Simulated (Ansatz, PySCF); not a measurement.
C$_{2}$H$_{7}$BrO$_{2}$Si, singlet, geometry from GFN2-xTB. Base run: CASSCF(4,4)/STO-3G (PySCF).

The PySCF input:
```python
from pyscf import gto, scf, mcscf
import numpy

mol = gto.M(
    atom='''
C    -2.690252    0.144246    0.208446
C    -1.574116    0.587635    1.149310
Si    0.099253    0.744957    0.289684
O    -0.050841    1.792796   -0.922415
O     1.335868    1.244313    1.216191
Br    0.679826   -1.244373   -0.531952
H    -2.799445    0.852893   -0.608907
H    -2.473604   -0.834654   -0.215058
H    -3.637442    0.082098    0.740631
H    -1.835786    1.551435    1.587858
H    -1.503010   -0.122721    1.976557
H     0.704887    2.170924   -1.365054
H     1.666941    0.735516    1.949970
''',
    basis='sto-3g',
    charge=0,
    spin=0,
    verbose=4,
)

mf = scf.RHF(mol)
mf.kernel()
mc = mcscf.CASSCF(mf, 4, 4)
mc.fix_spin_(ss=0.0)
mc.kernel()
occ = numpy.linalg.eigvalsh(mc.fcisolver.make_rdm1(mc.ci, mc.ncas, mc.nelecas))[::-1]
ss = mc.fcisolver.spin_square(mc.ci, mc.ncas, mc.nelecas)[0]
print('natural occupations', occ.round(4), ' <S^2>', round(ss, 4))
```

Programs used: Ansatz (a quantum-chemistry and plane-wave program), PySCF; a row that names a program was run with it.

Each row names what was changed in the base input (with any setting that the change needs).

| change | ΔE vs base (kcal/mol) | natural occupations | <S^2> of the state |
|---|---|---|---|
| base | 0.000 | 1.98 1.98 0.02 0.02 | 0.00 |
| correction = SC-NEVPT2 | -115.8 | 1.98 1.98 0.02 0.02 | 0.00 |
| active space = 6 electrons, 7 orbitals | -1.81 | 1.99 1.98 1.98 0.02 0.01 0.01 0.00 | 0.00 |
| orbitals = fixed (CASCI) | 19.87 | 2.00 2.00 0.00 0.00 | 0.00 |
| active space = 6 electrons, 5 orbitals | 6.11 | 2.00 1.99 1.98 0.02 0.01 | 0.00 |
| start = MP2 natural orbitals | 4.73 | 1.99 1.98 0.02 0.01 | 0.00 |
| code = ansatz; correction = SC-NEVPT2, all electrons | -114.1 | - | - |
| conv_tol = 1e-5 | 7.47 | 1.99 1.98 0.02 0.01 | 0.00 |
| code = ansatz | 6.85 | - | - |
| fix_spin_ = off | 6.84 | 1.99 1.98 0.02 0.01 | 0.00 |
| active space = 2 electrons, 3 orbitals | 11.76 | 1.98 0.02 0.00 | 0.00 |

Active orbitals are taken around the Fermi level unless the row says otherwise; CASSCF can end in different local minima, and two programs can end on different orbitals. State-averaged rows give the lowest state.
